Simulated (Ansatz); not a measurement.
Ansatz (a first-principles code) input (B3LYP-D3(BJ)/def2-TZVP):

Ansatz 0.2 input:
```yaml
crystal:
  periodic: [false, false, false]
  atoms:
    - {symbol: Sr, position_ang: [-0.18950237, -0.72335458, -0.77828513]}
    - {symbol: F, position_ang: [-0.07017074, 1.44955269, -0.55026855]}
    - {symbol: F, position_ang: [0.30737731, -0.71011267, 1.35292973]}
basis:
  gaussian:
    orbitals: def2-TZVP
hamiltonian:
  xc: b3lyp
  dispersion: d3bj
total_charge: 1
magnetization: {spin_polarized: true, initial_magnetization: 1}
relax: {f_tol: 0.002, max_steps: 150}
```

End of the output:

```
the calculation of the forces begins
reference -6266.04121442 eV, -230.2727673548 hartree; 14, 13 occupied and 81, 82 virtual orbitals, 625 factors
relax step   7: F+E_penalty+E_count = -6266.09207382 eV  Δ(F+E_penalty+E_count) = -2.218e-5 eV  max|allowed force component| = 2.053e-4 eV/Å  Δτ_max = 0.0014 Å  (33 SCF iters, accepted)
integrals: 0.02 GiB planned
625 factors; their error is unknown
mean field: 0.31 GiB planned
mean field evaluation 96: about -6265.5148 eV, gradient 1.3e1 eV
mean field -6266.04097385 eV, -230.2727585137 hartree, gradient 7.1e-5 eV, S^2 0.757346; 2 other end points of the search recorded, 0 dependent functions left out
the calculation of the forces begins
reference -6266.04121442 eV, -230.2727673548 hartree; 14, 13 occupied and 81, 82 virtual orbitals, 625 factors
Total energy: -6266.09231439 eV, -230.2746452440 hartree
Atom 0 at    -0.232065    -0.874481    -0.941225 Å, force     0.000054     0.000191     0.000205 eV/Å
Atom 1 at     0.009566     1.190851    -0.174144 Å, force    -0.000026    -0.000103    -0.000098 eV/Å
Atom 2 at     0.270203    -0.300285     1.139745 Å, force    -0.000028    -0.000089    -0.000108 eV/Å
Dipole moment:    -0.352384    -1.250343    -1.349117 e Å
```
